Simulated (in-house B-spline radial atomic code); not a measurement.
A radial electron density 4πr²n(r) was computed for an atom or ion in its tabulated ground configuration with an all-electron radial atomic-structure program (B-spline basis); method: Dirac-Kohn-Sham OLYP, spherical fractional occupations. Columns: r (bohr), 4πr²n(r) (electrons per bohr), bar.

```
  0.0018    1.428 #
 0.00219    2.028 ##
 0.00267    2.871 ##
 0.00325    4.024 ###
 0.00395    5.575 #####
 0.00481    7.664 ######
 0.00585    10.38 #########
 0.00712    13.84 ###########
 0.00867    18.11 ###############
  0.0105    22.98 ###################
  0.0128    28.58 ########################
  0.0156    34.31 ############################
   0.019    39.49 #################################
  0.0231    43.29 ####################################
  0.0281    44.98 #####################################
  0.0342     44.2 ####################################
  0.0417    41.41 ##################################
  0.0507    38.28 ################################
  0.0617    37.04 ###############################
  0.0751    39.49 #################################
  0.0913    45.32 #####################################
   0.111    51.46 ##########################################
   0.135    53.42 ############################################
   0.165    48.31 ########################################
     0.2    38.95 ################################
   0.244     31.2 ##########################
   0.297    30.45 #########################
   0.361    34.73 #############################
   0.439    37.12 ###############################
   0.534    32.65 ###########################
    0.65    22.84 ###################
   0.791    13.17 ###########
   0.963    7.321 ######
    1.17    4.991 ####
    1.43    3.856 ###
    1.73    2.606 ##
    2.11    1.264 #
    2.57   0.4322 
    3.12   0.1032 
     3.8  0.01444 
    4.63 0.001041 
    5.63 3.826e-05
```

Question: Which atom or ion is it?
A. Br4+
B. Kr3+
C. Kr5+
D. Kr4+

Answer: D. The area under the curve, ∫4πr²n dr = ∫r·4πr²n d(ln r) on this logarithmic grid, is 32 electrons, which only this option has. The configuration is [Ar] 3d10 4s2 4p2.
